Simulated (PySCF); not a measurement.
# A series of linear complexes of Cu(II)

All values are computed with PySCF: state-averaged CASSCF of the d shell with SC-NEVPT2, spin-free X2C, triple-zeta basis on the metal and double-zeta on the ligands, mean-field spin-orbit coupling; DFT geometries.

```json
{"complex": "CuF2", "point group": "D∞h", "M–L / Å": "1.72", "L–M–L / °": "180", "solvent": "none"}
{"complex": "CuI2", "point group": "D∞h", "M–L / Å": "2.39", "L–M–L / °": "180", "solvent": "none"}
{"complex": "CuCl2", "point group": "D∞h", "M–L / Å": "2.06", "L–M–L / °": "180", "solvent": "none"}
{"complex": "CuBr2", "point group": "D∞h", "M–L / Å": "2.20", "L–M–L / °": "180", "solvent": "none"}
```

For CuI2, CuBr2 the d shell alone is too small an active space: their values show what this model gives and aren't sound predictions.

Task: What are the ground states and moments?

Result: 
| complex | shell | ground state (NEVPT2) | total orbital splitting (CASSCF fit) / cm⁻¹ | μeff(300 K) / μB |
| --- | --- | --- | --- | --- |
| CuF2 | d9 | 2Σg+ | 9049 | 2.33 |
| CuI2 | d9 | 2Σg+ | 2154 | 3.09 |
| CuCl2 | d9 | 2Σg+ | 4182 | 2.73 |
| CuBr2 | d9 | 2Σg+ | 3274 | 2.86 |

The d shell alone makes Cu(II) chlorides too ionic and overstates the moment of CuCl2.
